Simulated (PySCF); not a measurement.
CH₆Cl₂OSi₂, SMILES [Si]([SiH2]O)(C)(Cl)Cl.

Coordinates come from a PBE-D3(BJ)/def2-SVP optimisation. The structure was generated by enumeration, and PubChem lists no compound with its InChIKey, so it may never have been made. Other conformers were not sampled.

Method: PySCF with PBE-D3(BJ)/def2-SVP.

Frequencies are harmonic and unscaled.

```csv
mode,ν (cm⁻¹),IR (km/mol),moving atoms (share of kinetic energy)
1,45,3.1,"O 50 %, H 18 %, Cl 12 %, Si 11 %, C 8 %"
2,71,4.0,"Cl 42 %, O 34 %, Si 11 %, H 9 %"
3,109,2.7,"Cl 29 %, Si 27 %, H 25 %, C 19 %"
4,153,2.4,"Cl 31 %, H 24 %, O 18 %, C 17 %, Si 10 %"
5,166,1.1,"H 76 %, Cl 16 %"
6,173,4.4,"Cl 45 %, H 24 %, Si 16 %, C 14 %"
7,188,6.1,"Cl 27 %, Si 24 %, C 24 %, H 22 %"
8,227,6.6,"Si 34 %, Cl 27 %, O 18 %, H 15 %"
9,358,115.2,H 84 %
10,384,17.8,"Si 41 %, Cl 30 %, H 16 %, C 12 %"
11,491,26.0,"H 71 %, Si 20 %"
12,507,33.8,"Si 58 %, Cl 24 %, H 15 %"
13,547,98.7,"Si 57 %, Cl 34 %, H 8 %"
14,686,18.9,H 88 %
15,718,47.0,"Si 39 %, C 35 %, H 25 %"
16,762,163.3,"H 74 %, C 16 %, Si 9 %"
17,771,41.9,"H 70 %, C 20 %, Si 9 %"
18,796,72.6,"H 53 %, O 36 %, Si 9 %"
19,849,115.4,"H 38 %, Si 32 %, O 27 %"
20,914,98.9,H 93 %
21,921,137.8,"H 82 %, Si 10 %, O 8 %"
22,1211,19.0,"H 78 %, C 21 %"
23,1370,5.5,H 96 %
24,1372,4.1,H 96 %
25,2140,105.4,H 97 %
26,2186,90.2,H 96 %
27,2978,0.1,H 97 %
28,3086,0.3,"H 91 %, C 9 %"
29,3090,0.0,"H 91 %, C 9 %"
30,3703,64.1,H 94 %
```
